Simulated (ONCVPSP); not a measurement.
**Before and after: ONCV potential for vanadium**

ONCVPSP 4.0.1 input, shortened (lines: element, Z, core and valence counts, functional; n l f; lmax; l rc ep ncon nbas qcut; lloc lpopt rc5 dvloc0; l nproj debl; icmod fcfact rcfact), LDA (Perdew-Zunger), scalar-relativistic:

```
  V 23.00    5    2        3      upf
    1    0    2.00
    2    0    2.00
    2    1    6.00
    3    0    2.00
    3    1    6.00
    3    2    4.00
    4    0    1.00
    2
    0    2.90    0.00    3    7    2.00
    1    2.85    0.33    4    8    3.20
    2    1.85    0.00    3    8    7.00
    4    5    1.55    2.00
    0    2    2.40
    1    2    0.50
    2    1    1.20
    2    0.25    1.10
```

In the p channel the program set the typed energies aside and used 0.050, 0.550 Ha.

Change: s: nproj 3.

Cutoffs: the cutoffs (Ha) at which the residual kinetic energy of the hardest occupied pseudo-wave falls to 1 and 0.1 mHa per electron; they do not see the model core or the augmentation charge, which bear on the density cutoff. Errors are all-electron minus pseudo energies relative to the spin-unpolarised reference configuration.

What does the change do?

The potential gets neither clearly harder nor softer (21 Ha and 24 Ha → 21 Ha and 24 Ha); the lowest positive-energy flag moves from s at 59.9 eV to s at 133.7 eV; the errors of the 4 common tests hardly move; the range in which the s phases agree widens (upper end 1.4 → 4.9); neither file shows a bound ghost.

| quantity | base | changed |
| --- | --- | --- |
| cutoff, loose | 21 Ha | 21 Ha |
| cutoff, tight | 24 Ha | 24 Ha |
| bound ghosts | none | none |
| GHOST(+) flags under 300 eV | s at 59.9 eV | s at 133.7 eV |
| error for 3d3 4s2, meV [ΔE -0.54 eV] | -14 | -14 |
| error for 3d3 4s1, meV [ΔE 7.40 eV] | -35 | -37 |
| error for 3d3 4s0, meV [ΔE 21.95 eV] | -116 | -116 |
| error for 3d3.5 4s1.5, meV [ΔE -0.51 eV] | -4.4 | -4.5 |
| s: phases at 2.94 bohr within 0.05 rad from the reference energy up to (Ha; the scan ends near 5) | 1.4 | 4.9 |
| p: phases at 2.89 bohr within 0.05 rad from the reference energy up to (Ha; the scan ends near 5) | 1.5 | 1.5 |
| d: phases at 1.88 bohr within 0.05 rad from the reference energy up to (Ha; the scan ends near 5) | 0.7 | 0.7 |
| rms error of d²Exc/dni dnj with the model core, mHa | 7.14 | 7.14 |
